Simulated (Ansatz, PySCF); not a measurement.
Se(Me)(SeH) (CH4Se2), SMILES C[Se][SeH].

Geometry: B3LYP-D3(BJ)/def2-SVP. One conformer was computed; it need not be the lowest.

Vertical ionisation energy (IE) and electron affinity (EA) in eV. Rows of orbital energies are one-electron estimates. Where ΔSCF, EOM or ADC give a negative EA the extra electron is unbound and the value depends on the basis.

| level | IE | EA |
|---|---|---|
| −ε(HOMO), −ε(LUMO), ωB97X/def2-TZVPD (PySCF) | [?] | [?] |
| −ε(HOMO), −ε(LUMO), PBE/def2-TZVPD (PySCF) | 5.57 | 2.44 |
| ΔSCF, CAM-B3LYP/def2-SVPD (Ansatz), final states of multiplicity 2 and 2 | 8.90 | -0.02 |
| ΔSCF, PBE/def2-SVPD (Ansatz), final states of multiplicity 2 and 2 | 8.63 | 0.10 |

Some entries are withheld; supply them. (An estimate is asked for; the answer gives what the named calculation found.)


- −ε(HOMO), −ε(LUMO), ωB97X/def2-TZVPD (PySCF), IE: 8.99
- −ε(HOMO), −ε(LUMO), ωB97X/def2-TZVPD (PySCF), EA: -0.39

What vertical singlet–triplet gap does ΔSCF give with CAM-B3LYP/def2-SVPD (Ansatz, a program for electronic structure) and with PBE/def2-SVPD (Ansatz)? (An estimate is asked for; the answer gives what the named calculation found.)

3.17 and 2.95 eV (triplet above singlet where positive).
